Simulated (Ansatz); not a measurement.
One change: `CB(N)[TeH]` becomes `BNB(C)N`.

Ansatz, PBE0-D4/def2-TZVP geometries, multiplicity 1. Each molecule was computed in one conformer, which needn't be the lowest.

Elements past krypton have def2 core potentials.

```csv
property,`CB(N)[TeH]`
HOMO–LUMO gap (PBE/def2-TZVPP) / eV,4.18
HOMO–LUMO gap (B3LYP/def2-TZVPP) / eV,5.55
HOMO–LUMO gap (PBE0/def2-TZVPP) / eV,6.02
size of the dipole moment (ωB97M-V/def2-TZVPP) / D,2.56
HOMO energy (PBE0/def2-TZVPP) / eV,-6.14
size of the dipole moment (B3LYP/def2-TZVPP) / D,2.45
```

Question: Give the same properties after the change, and the shifts. (An estimate is asked.)

Answer: Ansatz gave: 
| property | `BNB(C)N` | shift |
| --- | --- | --- |
| HOMO–LUMO gap (PBE/def2-TZVPP) / eV | 5.06 | 0.88 |
| HOMO–LUMO gap (B3LYP/def2-TZVPP) / eV | 6.88 | 1.33 |
| HOMO–LUMO gap (PBE0/def2-TZVPP) / eV | 7.34 | 1.32 |
| size of the dipole moment (ωB97M-V/def2-TZVPP) / D | 1.36 | -1.20 |
| HOMO energy (PBE0/def2-TZVPP) / eV | -7.67 | -1.53 |
| size of the dipole moment (B3LYP/def2-TZVPP) / D | 1.36 | -1.09 |

With PBE0 the HOMO falls by 1.53 eV and the LUMO falls by 0.21 eV, so the gap widens by about 1.32 eV. PBE moves the HOMO by -1.23 eV and ωB97M-V by -1.82 eV. Dipoles are sizes alone; their direction can turn.

B3LYP here is the variant with VWN-RPA as its local correlation; programs differ in this.

Spin–orbit coupling is left out; it splits and shifts lone-pair levels of the heavy atoms by tenths of an eV.
